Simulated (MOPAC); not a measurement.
Input file for MOPAC: PM7 on HCl (SMILES Cl).

```
PM7 1SCF PRECISE CHARGE=0 THREADS=1
ClH

Cl    -0.12862901 1     0.31666742 1     3.67265945 1
H     -0.08579977 1     0.21196896 1     2.33529837 1
```

It printed:

```
*******************************************************************************
 **                                                                           **
 **                              MOPAC v23.2.5                                **
 **                                                                           **
 *******************************************************************************
 ** MOPAC's Digital Object Identifier: https://doi.org/10.5281/zenodo.6511958 **
 **                                                                           **
 ** Please cite the open-source release paper for use of this MOPAC version:  **
 ** J. E. Moussa and J. J. P. Stewart (2026)                                  **
 ** MOPAC: An open-source semiempirical molecular orbital program             **
 ** J. Open Source Softw., 11(119), 8025, https://doi.org/10.21105/joss.08025 **
 *******************************************************************************

                              PM7 CALCULATION RESULTS

 *******************************************************************************
 *  PM7        - The PM7 Hamiltonian to be used
 *
 *
 *
 *                 CHARGE ON SYSTEM = 0
 *
 *
 *
 *  PRECISE    - TIGHTER CRITERIA TO BE USED
 *  1SCF       - DO 1 SCF AND THEN STOP
 *  THREADS=1  - MULTI-THREADING NOT USED
 *  T=         - A TIME OF 172800.0 SECONDS REQUESTED
 *  DUMP=N     - RESTART FILE WRITTEN EVERY 7200.0 SECONDS REQUESTED
 *******************************************************************************
PM7 1SCF PRECISE CHARGE=0 THREADS=1
 ClH

   ATOM   CHEMICAL          X               Y               Z
  NUMBER   SYMBOL      (ANGSTROMS)     (ANGSTROMS)     (ANGSTROMS)

     1      Cl         -0.12862901  *   0.31666742  *   3.67265945  *
     2       H         -0.08579977  *   0.21196896  *   2.33529837  *



          CARTESIAN COORDINATES

    NO.       ATOM           X           Y           Z

     1        Cl         -0.1286      0.3167      3.6727
     2         H         -0.0858      0.2120      2.3353

 General Reference for PM7:
 "Optimization of Parameters for Semiempirical Methods VI: More Modifications to the
 NDDO Approximations and Re-optimization of Parameters", J. J. P. Stewart, J. Mol. Mod., 1:32, 19 (2013)
 https://link.springer.com/article/10.1007/s00894-012-1667-x

           Empirical Formula: H Cl  =     2 atoms



      MOLECULAR POINT GROUP   :   C*v


      RHF CALCULATION, NO. OF DOUBLY OCCUPIED LEVELS = 4


 -------------------------------------------------------------------------------
 PM7 1SCF PRECISE CHARGE=0 THREADS=1
 ClH



     1SCF WAS SPECIFIED, SO BFGS WAS NOT USED
     SCF FIELD WAS ACHIEVED


                              PM7 CALCULATION
                                                       MOPAC v23.2.5 Linux




          FINAL HEAT OF FORMATION =        -18.94461 KCAL/MOL =     -79.26425 KJ/MOL


          COSMO AREA              =         55.05 SQUARE ANGSTROMS
          COSMO VOLUME            =         38.37 CUBIC ANGSTROMS

          IONIZATION POTENTIAL    =         11.681609 EV
          HOMO LUMO ENERGIES (EV) =        -11.682  1.677
          NO. OF FILLED LEVELS    =          4
          MOLECULAR WEIGHT        =         36.4609         POINT GROUP:  C*v

          MOLECULAR DIMENSIONS (Angstroms)

            Atom       Atom       Distance
            H     2   Cl     1     1.34214
            H     2   Cl     1     0.00000
           Cl     1    H     2     0.00000


          SCF CALCULATIONS        =          1





   ATOM   CHEMICAL          X               Y               Z
  NUMBER   SYMBOL      (ANGSTROMS)     (ANGSTROMS)     (ANGSTROMS)

     1      Cl         -0.12862901  *   0.31666742  *   3.67265945  *
     2       H         -0.08579977  *   0.21196896  *   2.33529837  *

                             CARTESIAN COORDINATES

   1   Cl       -0.128629010     0.316667420     3.672659450
   2    H       -0.085799770     0.211968960     2.335298370


           Empirical Formula: H Cl  =     2 atoms



      MOLECULAR POINT GROUP   :   C*v


                  EIGENVALUES
 -26.15269 -15.02238 -11.68161 -11.68161   1.67742  69.64297  69.90008  69.90008
  70.80810  70.80810


              NET ATOMIC CHARGES AND DIPOLE CONTRIBUTIONS

  ATOM NO.   TYPE          CHARGE      No. of ELECS.   s-Pop       p-Pop       d-Pop
    1         Cl          -0.241208        7.2412     1.98247     5.25768     0.00106
    2          H           0.241208        0.7588     0.75879
 DIPOLE           X         Y         Z       TOTAL
 POINT-CHG.     0.050    -0.121    -1.549     1.555
 HYBRID         0.012    -0.028    -0.362     0.364
 SUM            0.061    -0.150    -1.912     1.919


          ATOMIC ORBITAL ELECTRON POPULATIONS

     Atom    s        px        py        pz      x^2-y^2     xz        z^2       yz        xy
    1 Cl   1.98247   1.99919   1.99543   1.26306   0.00000   0.00006   0.00093   0.00007   0.00000
    2  H   0.75879

 **********************
 *                    *
 * JOB ENDED NORMALLY *
 *                    *
 **********************




 == MOPAC DONE ==
```

The run finished.

Cost: around 0.020 core-seconds (rough).
